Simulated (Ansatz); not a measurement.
Consider the isomerisation: `CC[C@@H]1CCC[C@H]1C` → `C[C@@H]1CCCC[C@@H]1C`.

Program: Ansatz. Geometries: PBE0-D4/def2-TZVP. ΔE: electronic, gas phase. CCSD(T)/CBS is the MP2 limit (def2-TZVPP, def2-QZVPP) plus CCSD(T) − MP2 in def2-TZVPP, frozen cores. Functionals use def2-TZVPP. HSE06 is defined as in plane-wave codes. One conformer a species, not always the lowest.

```
               species  HSE06 energy (Eh)
 `CC[C@@H]1CCC[C@H]1C`         -314.20215
`C[C@@H]1CCCC[C@@H]1C`         -314.20687
```

Q: Work out ΔE.

A: ΔE = (-314.20687) − (-314.20215) = -0.00472 Eh = -12.4 kJ/mol. CCSD(T)/CBS gives -17.7 kJ/mol.

Largest T1 diagnostic among the species: 0.009.

In def2-TZVPP, CCSD(T) changes the Hartree–Fock value by −7.1 kJ/mol (the triples alone add −0.6 kJ/mol) and MP2 by −8.2 kJ/mol. From BLYP to BHLYP (50 % exact exchange), in def2-TZVPP and without D4, ΔE moves by −5.9 kJ/mol.
